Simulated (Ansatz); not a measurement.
Reaction (homolysis of the Ge–Sn bond): `[OH][GeH2][SnH3]` → `[OH][GeH2]`• + `[SnH3]`•

Isolated molecules relaxed with PBE0-D4/def2-TZVP in Ansatz; ΔE leaves out vibrations. CBS: MP2 limit from def2 TZ/QZ plus the TZ coupled-cluster correction, frozen cores. Functionals use def2-TZVPP. Open shells (•) are unrestricted, without spin–orbit coupling. def2 core potentials past Kr. For Ge, Sn outer-core shells are correlated without core-valence functions, which leaves a few kJ/mol of doubt a bond. Scalar relativity is left out up to krypton. One conformer a species, not always the lowest.

`[OH][GeH2][SnH3]`:

Cartesian coordinates in Å:
```
O 0.296 0.607 -2.126
Ge 0.963 0.434 -0.474
Sn -0.902 -0.377 1.162
H 0.013 -0.231 -2.497
H 2.151 -0.554 -0.508
H 1.471 1.845 -0.142
H -1.635 -1.787 0.533
H -0.250 -0.752 2.696
H -2.105 0.816 1.355
```

`[OH][GeH2]`•:

```xyz
5

O    -0.432    0.211   -1.111
Ge    0.336    0.328    0.497
H    -1.391    0.185   -1.060
H     1.817   -0.018    0.222
H    -0.331   -0.705    1.452
```

`[SnH3]`•:

Cartesian coordinates in Å:
```
Sn -0.161 0.304 0.249
H 1.148 -0.456 1.056
H 0.393 1.005 -1.215
H -1.380 -0.853 -0.090
```

Task: What is ΔE at CCSD(T)/CBS? (An estimate is asked.)

Result: The calculation gave: +68.7 kcal/mol.

Task: What do these levels give: B97M-V, revPBE, BLYP, r2SCAN, PBE0, r2SCANh, r2SCAN0, RPA@PBE/def2-TZVPP, HF/def2-SVP, MP2/def2-TZVPP, SCS-MP2/def2-TZVPP, CCSD/def2-TZVPP? (Estimate.)

Result: Computed: B97M-V 63.8, revPBE 55.9, BLYP 55.4, r2SCAN 59.9, PBE0 61.6, r2SCANh 60.0, r2SCAN0 60.2, RPA@PBE/def2-TZVPP 61.8, HF/def2-SVP 45.4, MP2/def2-TZVPP 66.4, SCS-MP2/def2-TZVPP 65.6, CCSD/def2-TZVPP 63.2 kcal/mol.

Task: What do rigid-rotor, harmonic-oscillator terms from PBE0-D4/def2-TZVP frequencies (298.15 K, 1 bar) make of the CCSD(T)/CBS value? (Best estimate.)

Result: The calculation gave: ΔZPE = -2.8 kcal/mol, ΔH = +66.3 kcal/mol, ΔS = 148 J/(mol·K), ΔG = +55.8 kcal/mol. Open shells count their whole term as degenerate.

Largest T1 diagnostic among the species: 0.015.

In def2-TZVPP, CCSD(T) changes the Hartree–Fock value by +20.0 kcal/mol (the triples alone add +1.4 kcal/mol) and MP2 by +21.8 kcal/mol; breaking electron pairs costs correlation energy, which Hartree–Fock lacks. At CCSD(T), def2-SVP lies −8.1 kcal/mol from the extrapolated value and def2-TZVPP −4.1 kcal/mol: correlation converges slowly with the basis, and small sets miss more of it in the bonded molecule than in its fragments. From PBE to PBE0 (25 % exact exchange), in def2-TZVPP and without D4, ΔE moves by +1.4 kcal/mol.
